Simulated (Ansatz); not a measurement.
```xyz
6

C     0.0000    0.0000   -0.6655
C     0.0000    0.0000    0.6655
H     0.0000   -0.8579   -1.1984
H     0.0000    0.8579   -1.1984
H    -0.8579    0.0000    1.1984
H     0.8579    0.0000    1.1984
```

Basis set: cc-pVDZ (spherical functions). Correlated methods keep 2 orbitals frozen. Charge 0, multiplicity 3.

Computed with Ansatz (development build ahead of 0.2.0); each method stands on the lowest determinant of its kind that the runs found.

The atomization energy at this shape (free ground-state atoms in the same class of orbitals less the molecule, no zero-point energy) of triplet C2H4:

```tsv
method	atomization energy
UHF	15.42 eV
```

Q: What does UHF-MP2 give?

A: 18.92 eV. Caution: another spin multiplicity may lie lower; the shape is not the minimum.
